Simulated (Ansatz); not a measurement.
The cluster Re2O6⁻. Charge -1, multiplicity 2. Geometry PBE-D4/def2-SVPD.

```
atom    x (Å)    y (Å)    z (Å)
 Re1   0.2057  -0.8472   0.4759
 Re2  -0.5808   1.4404  -0.4037
  O3   0.6373   2.3494  -1.2446
  O4  -1.0160  -0.3679  -0.9749
  O5   2.0165  -1.4518   0.1951
  O6  -0.5048  -1.0684   2.0202
  O7   1.0699  -2.2869  -0.5784
  O8  -1.8277   2.2323   0.5102
```

In the def2 sets Re takes a core potential; there is no spin–orbit coupling. B3LYP takes the VWN-RPA correlation. The structure holds one bond between oxygen atoms, so isomers without such links may lie far lower. No other spin state of charge -1 was run. The structure comes from a short search, and lower isomers may exist.

Q: Estimate the α-spin orbital energies around the gap (eV) in Ansatz with PBE-D4/def2-TZVPD, r2SCAN-D4/def2-TZVPD, B3LYP-D4/def2-TZVPD, PBE0-D4/def2-TZVPD.

A: 
```json
{"orbital": "HOMO−9", "PBE-D4/def2-TZVPD": "-4.97", "r2SCAN-D4/def2-TZVPD": "-5.33", "B3LYP-D4/def2-TZVPD": "-6.33", "PBE0-D4/def2-TZVPD": "-6.59"}
{"orbital": "HOMO−8", "PBE-D4/def2-TZVPD": "-4.90", "r2SCAN-D4/def2-TZVPD": "-5.24", "B3LYP-D4/def2-TZVPD": "-6.21", "PBE0-D4/def2-TZVPD": "-6.50"}
{"orbital": "HOMO−7", "PBE-D4/def2-TZVPD": "-4.24", "r2SCAN-D4/def2-TZVPD": "-4.59", "B3LYP-D4/def2-TZVPD": "-5.61", "PBE0-D4/def2-TZVPD": "-5.89"}
{"orbital": "HOMO−6", "PBE-D4/def2-TZVPD": "-4.19", "r2SCAN-D4/def2-TZVPD": "-4.53", "B3LYP-D4/def2-TZVPD": "-5.51", "PBE0-D4/def2-TZVPD": "-5.77"}
{"orbital": "HOMO−5", "PBE-D4/def2-TZVPD": "-3.99", "r2SCAN-D4/def2-TZVPD": "-4.32", "B3LYP-D4/def2-TZVPD": "-5.26", "PBE0-D4/def2-TZVPD": "-5.50"}
{"orbital": "HOMO−4", "PBE-D4/def2-TZVPD": "-3.57", "r2SCAN-D4/def2-TZVPD": "-3.93", "B3LYP-D4/def2-TZVPD": "-4.96", "PBE0-D4/def2-TZVPD": "-5.23"}
{"orbital": "HOMO−3", "PBE-D4/def2-TZVPD": "-2.96", "r2SCAN-D4/def2-TZVPD": "-3.29", "B3LYP-D4/def2-TZVPD": "-4.16", "PBE0-D4/def2-TZVPD": "-4.39"}
{"orbital": "HOMO−2", "PBE-D4/def2-TZVPD": "-2.19", "r2SCAN-D4/def2-TZVPD": "-2.49", "B3LYP-D4/def2-TZVPD": "-3.54", "PBE0-D4/def2-TZVPD": "-3.76"}
{"orbital": "HOMO−1", "PBE-D4/def2-TZVPD": "-1.65", "r2SCAN-D4/def2-TZVPD": "-1.98", "B3LYP-D4/def2-TZVPD": "-2.89", "PBE0-D4/def2-TZVPD": "-3.11"}
{"orbital": "HOMO", "PBE-D4/def2-TZVPD": "-0.83", "r2SCAN-D4/def2-TZVPD": "-1.23", "B3LYP-D4/def2-TZVPD": "-2.14", "PBE0-D4/def2-TZVPD": "-2.37"}
{"orbital": "LUMO", "PBE-D4/def2-TZVPD": "0.41", "r2SCAN-D4/def2-TZVPD": "0.41", "B3LYP-D4/def2-TZVPD": "0.89", "PBE0-D4/def2-TZVPD": "1.10"}
{"orbital": "LUMO+1", "PBE-D4/def2-TZVPD": "1.29", "r2SCAN-D4/def2-TZVPD": "1.32", "B3LYP-D4/def2-TZVPD": "1.76", "PBE0-D4/def2-TZVPD": "1.99"}
{"orbital": "LUMO+2", "PBE-D4/def2-TZVPD": "1.71", "r2SCAN-D4/def2-TZVPD": "1.80", "B3LYP-D4/def2-TZVPD": "2.20", "PBE0-D4/def2-TZVPD": "2.45"}
{"orbital": "LUMO+3", "PBE-D4/def2-TZVPD": "1.93", "r2SCAN-D4/def2-TZVPD": "2.09", "B3LYP-D4/def2-TZVPD": "2.57", "PBE0-D4/def2-TZVPD": "2.85"}
{"orbital": "LUMO+4", "PBE-D4/def2-TZVPD": "2.22", "r2SCAN-D4/def2-TZVPD": "2.50", "B3LYP-D4/def2-TZVPD": "2.87", "PBE0-D4/def2-TZVPD": "3.12"}
{"orbital": "LUMO+5", "PBE-D4/def2-TZVPD": "2.55", "r2SCAN-D4/def2-TZVPD": "2.76", "B3LYP-D4/def2-TZVPD": "3.05", "PBE0-D4/def2-TZVPD": "3.31"}
{"orbital": "β HOMO", "PBE-D4/def2-TZVPD": "-1.23", "r2SCAN-D4/def2-TZVPD": "-1.33", "B3LYP-D4/def2-TZVPD": "-2.14", "PBE0-D4/def2-TZVPD": "-2.24"}
{"orbital": "β LUMO", "PBE-D4/def2-TZVPD": "-0.20", "r2SCAN-D4/def2-TZVPD": "-0.11", "B3LYP-D4/def2-TZVPD": "0.11", "PBE0-D4/def2-TZVPD": "0.38"}
```
